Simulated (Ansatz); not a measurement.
All numbers were calculated with Ansatz.

H9PSi3 (`[SiH3]P([SiH3])[SiH3]`). The species carries charge 0 and has multiplicity 1. The structure was optimised at the PBE0-D4/def2-TZVP level.

```xyz
13

Si   -1.810    0.274    0.610
P     0.106   -0.870    0.859
Si    0.375   -1.362   -1.316
Si    1.456    0.925    0.866
H    -2.107    0.973    1.887
H    -1.746    1.279   -0.487
H    -2.898   -0.694    0.314
H     0.217   -0.175   -2.201
H     1.737   -1.926   -1.502
H    -0.637   -2.383   -1.692
H     2.860    0.453    0.753
H     1.171    1.867   -0.250
H     1.278    1.638    2.158
```

(1) What is the dipole moment at PBE/def2-TZVPP? (Estimate.)

(2) And with r2SCAN, B3LYP, ωB97M-V? (Best estimate.)

(3) Give the Mulliken charges with PBE, ωB97M-V, r2SCAN in def2-TZVPP. (Best estimate.)

Results:

(1) The calculation gave: 0.40 D, with components (-0.03, 0.28, -0.28) D in this frame, pointing from negative to positive charge.

(2) The calculation gave: r2SCAN 0.45 D, B3LYP 0.40 D, ωB97M-V 0.39 D.

(3) The calculation gave: 
| atom | PBE | ωB97M-V | r2SCAN |
| --- | --- | --- | --- |
| Si1 | 0.15 | 0.07 | 0.23 |
| P2 | -0.15 | -0.18 | -0.22 |
| Si3 | 0.15 | 0.07 | 0.23 |
| Si4 | 0.15 | 0.07 | 0.23 |
| H5 | -0.04 | 0.00 | -0.05 |
| H6 | -0.03 | 0.00 | -0.05 |
| H7 | -0.04 | 0.00 | -0.05 |
| H8 | -0.03 | 0.00 | -0.05 |
| H9 | -0.04 | 0.00 | -0.05 |
| H10 | -0.04 | 0.00 | -0.05 |
| H11 | -0.04 | 0.00 | -0.05 |
| H12 | -0.03 | 0.00 | -0.05 |
| H13 | -0.04 | 0.00 | -0.05 |

B3LYP here is the variant with VWN-RPA as its local correlation; programs differ in this.
